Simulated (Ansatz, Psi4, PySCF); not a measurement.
Complex: H2O (SMILES O) (first 3 atoms) with CH2O (SMILES C=O); geometry from B3LYP-D3(BJ)/def2-TZVP, rigid monomers moved along the line of their centres of mass till H2···O5 is 3.57 Å.
(charge 0, multiplicity 1):
```csv
atom,x (Å),y (Å),z (Å)
O,0.2747,-0.1146,0.5396
H,-0.4627,-0.4410,1.0783
H,-0.0426,-0.1115,-0.3678
C,-0.8904,-0.5620,5.0594
O,-1.7693,-0.9861,4.3540
H,0.0298,-0.1245,4.6369
H,-0.9729,-0.5952,6.1605
```

| level | interaction energy (kcal/mol) | minus CCSD(T)/CBS(aug-cc-pVDZ, aug-cc-pVTZ) |
|---|---|---|
| HF/3-21G (no counterpoise) | -1.40 | -0.10 |
| HF/aug-cc-pVDZ | -1.36 | -0.06 |
| HF/aug-cc-pVTZ | -1.35 | -0.05 |
| PBE/def2-TZVPPD | -1.16 | 0.14 |
| r2SCAN/def2-TZVPPD | -1.17 | 0.13 |
| r2SCAN-D3(BJ)/def2-TZVPPD | -1.27 | 0.03 |
| B3LYP/3-21G (no counterpoise) | -1.05 | 0.25 |
| B3LYP/6-31G* | -1.04 | 0.27 |
| B3LYP/6-311+G** (no counterpoise) | -1.27 | 0.03 |
| MP2/6-31G* (no counterpoise) | -1.37 | -0.07 |
| SCS-MP2/aug-cc-pVTZ | -1.24 | 0.06 |
| CCSD/aug-cc-pVDZ | -1.27 | 0.03 |
| CCSD(T)/CBS(aug-cc-pVDZ, aug-cc-pVTZ) | -1.30 | 0.00 |
| SAPT0/jun-cc-pV(D+d)Z | -1.56 | -0.26 |

 The comparison column counts from a level with limits of its own.

The rows run from -1.56 (SAPT0/jun-cc-pV(D+d)Z) to -1.04 kcal/mol (B3LYP/6-31G*). The dispersion term adds -0.10 in r2SCAN-D3(BJ).

Counterpoise-corrected where a basis set is named; no monomer relaxation. Rows marked so take none.

Frozen-core correlation. CBS(a, b) extrapolates the correlation energy as X⁻³ and adds the Hartree–Fock energy of set b. Rows in 3-21G, 6-311+G**, 6-31G* carry no dispersion term and start afresh at each structure (6-31G* with six Cartesian d functions). MP2/6-31G* freezes PySCF's default core.

The values were computed with Ansatz (Gaussian basis) for Hartree–Fock, density functionals and correlated methods; Psi4 for SAPT; PySCF for 3-21G rows, 6-311+G** rows, 6-31G* rows, the dispersion terms.

Ansatz is a first-principles code.
